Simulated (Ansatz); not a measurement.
The cluster Co3⁺, relaxed as a septet with UKS PBE-D4/def2-TZVP in Ansatz, starting from the GFN1-xTB geometry. Force threshold 0.02 eV/Å.

The relaxation made no stability test and no search for a lower SCF solution. The order of the spin states hangs on the level: the triplet lies 0.23 eV below the septet at PBE0-D4/def2-TZVP, but 0.55 eV above it at PBE-D4/def2-TZVP. The triplet is doubtful at PBE0-D4/def2-TZVP (⟨S²⟩ 4.09, where a pure state has 2.00). The triplet is doubtful at PBE-D4/def2-TZVP (⟨S²⟩ 4.12, where a pure state has 2.00). The structure comes from a short search, and lower isomers may exist.

Start:

| atom | x (Å) | y (Å) | z (Å) |
| --- | --- | --- | --- |
| Co1 | -0.8607 | -0.9290 | -0.5184 |
| Co2 | 0.8338 | -0.3332 | 1.0298 |
| Co3 | 0.0269 | 1.2622 | -0.5114 |

(1) Estimate the energy that the relaxation releases and the steps that it takes.

(2) Does the start keep its bonding and symmetry?

(3) Predict the relaxed structure.

Answers

(1) 20.4 kJ/mol, in 8 steps; 35 s on 4 threads of Intel Xeon Platinum 8488C on a shared host. The force fell under the threshold at step 7, but the optimiser went on. No frequencies were taken in this run, so the end may be a saddle point.

(2) By distances, no bond broke or formed. The bond that changes most is Co1–Co3, from 2.36 to 2.12 Å (atoms count from 1). Point group Cs at the start, Cs at the end, both within 0.05 Å.

(3) 
```xyz
3

Co   -0.770   -0.803   -0.476
Co    0.801   -0.377    1.014
Co   -0.031    1.181   -0.538
```
Bond lengths (bridged metal pairs left out): 3 × Co–Co 2.12 to 2.35 Å.
